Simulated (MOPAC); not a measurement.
MOPAC input (PM3):

```
PM3 1SCF CHARGE=1 GEO-OK AUX(PRECISION=9) THREADS=1
H5BO2P

O    -0.97746000 1    1.38093600 1   -0.09012500 1
B    -0.64327800 1    0.09300000 1   -0.04416700 1
O    -1.28882400 1   -1.07189500 1   -0.06975900 1
P     1.32792600 1   -0.17854900 1    0.09420400 1
H    -1.90437800 1    1.64726100 1   -0.16139900 1
H    -2.25266000 1   -1.10469400 1   -0.13874700 1
H     2.05238500 1    1.01317300 1    0.19815200 1
H     1.84855700 1   -0.85847300 1   -1.01356800 1
H     1.68387400 1   -0.95636900 1    1.20240300 1
```

From the output:

```
                                                       MOPAC v23.2.5 Linux

          FINAL HEAT OF FORMATION =        -12.31977 KCAL/MOL =     -51.54593 KJ/MOL

          COSMO AREA              =        107.28 SQUARE ANGSTROMS
          COSMO VOLUME            =         89.58 CUBIC ANGSTROMS

          IONIZATION POTENTIAL    =         16.699733 EV
          HOMO LUMO ENERGIES (EV) =        -16.700 -4.911
          NO. OF FILLED LEVELS    =         12
          MOLECULAR WEIGHT        =         78.8221         POINT GROUP:  Cs

          MOLECULAR DIMENSIONS (Angstroms)

            Atom       Atom       Distance
            H     7    H     6     4.80960
            H     5    H     9     4.10427
            H     8    H     9     2.11967

          SCF CALCULATIONS        =          1

   ATOM   CHEMICAL          X               Y               Z
  NUMBER   SYMBOL      (ANGSTROMS)     (ANGSTROMS)     (ANGSTROMS)

     1       O         -0.97746000  *   1.38093600  *  -0.09012500  *
     2       B         -0.64327800  *   0.09300000  *  -0.04416700  *
     3       O         -1.28882400  *  -1.07189500  *  -0.06975900  *
     4       P          1.32792600  *  -0.17854900  *   0.09420400  *
     5       H         -1.90437800  *   1.64726100  *  -0.16139900  *
     6       H         -2.25266000  *  -1.10469400  *  -0.13874700  *
     7       H          2.05238500  *   1.01317300  *   0.19815200  *
     8       H          1.84855700  *  -0.85847300  *  -1.01356800  *
     9       H          1.68387400  *  -0.95636900  *   1.20240300  *

                             CARTESIAN COORDINATES

   1    O       -0.977460000     1.380936000    -0.090125000
   2    B       -0.643278000     0.093000000    -0.044167000
   3    O       -1.288824000    -1.071895000    -0.069759000
   4    P        1.327926000    -0.178549000     0.094204000
   5    H       -1.904378000     1.647261000    -0.161399000
   6    H       -2.252660000    -1.104694000    -0.138747000
   7    H        2.052385000     1.013173000     0.198152000
   8    H        1.848557000    -0.858473000    -1.013568000
   9    H        1.683874000    -0.956369000     1.202403000

           Empirical Formula: H5 O2 B P  =     9 atoms

      MOLECULAR POINT GROUP   :   Cs

                  EIGENVALUES
 -43.17408 -42.98697 -31.98067 -25.26270 -23.30198 -21.36103 -20.72769 -18.11519
 -17.96356 -17.33451 -16.81430 -16.69973  -4.91086  -3.54769  -3.20960  -3.09200
  -2.46727  -0.73834  -0.27810   0.62856   1.17438

              NET ATOMIC CHARGES AND DIPOLE CONTRIBUTIONS

  ATOM NO.   TYPE          CHARGE      No. of ELECS.   s-Pop       p-Pop
    1          O          -0.191446        6.1914     1.69828     4.49317
    2          B          -0.311767        3.3118     1.06745     2.24431
    3          O          -0.196589        6.1966     1.69830     4.49829
    4          P           1.846431        3.1536     1.19204     1.96153
    5          H           0.235935        0.7641     0.76407
    6          H           0.236375        0.7636     0.76362
    7          H          -0.204400        1.2044     1.20440
    8          H          -0.207550        1.2076     1.20755
    9          H          -0.206989        1.2070     1.20699
 DIPOLE           X         Y         Z       TOTAL
 POINT-CHG.     4.648    -0.566     0.332     4.694
 HYBRID        -1.872     0.214    -0.140     1.889
 SUM            2.776    -0.352     0.192     2.805

          ATOMIC ORBITAL ELECTRON POPULATIONS

     Atom    s        px        py        pz
    1  O   1.69828   1.36554   1.43022   1.69741
    2  B   1.06745   0.97187   0.66661   0.60584
    3  O   1.69830   1.28834   1.50980   1.70016
    4  P   1.19204   0.62584   0.66525   0.67044
    5  H   0.76407
    6  H   0.76362
    7  H   1.20440
    8  H   1.20755
    9  H   1.20699

 **********************
 *                    *
 * JOB ENDED NORMALLY *
 *                    *
 **********************

 == MOPAC DONE ==
```

The dipole moment of an ion depends on the origin.

The geometry given is a B3LYP-D3(BJ)/def2-TZVP minimum.
